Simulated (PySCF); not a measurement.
B(vinyl)(OH)2 (C2H5BO2), SMILES C=CB(O)O. The structure is a stationary point at PBE-D3(BJ)/def2-SVP. The values are those of a single conformer.

### Question
Give the equilibrium geometry at PBE-D3(BJ)/def2-SVP (PySCF confirms it by a frequency run) as a Z-matrix, and its point group. (The exact figures need the calculation; the answer reports its results.)

### Answer
Several could match; the one computed here: point group Cs.
```
C
C 1 1.3493
H 2 1.1034 1 120.56
H 2 1.1036 3 116.72 1 180.00
H 1 1.1078 2 117.48 3 180.00
B 1 1.5704 5 119.67 2 180.00
O 6 1.3713 1 119.10 5 180.00
H 7 0.9747 6 110.63 1 180.00
O 6 1.3800 7 117.84 8 0.00
H 9 0.9723 6 112.09 7 180.00
```
Charge 0, spin multiplicity 1.
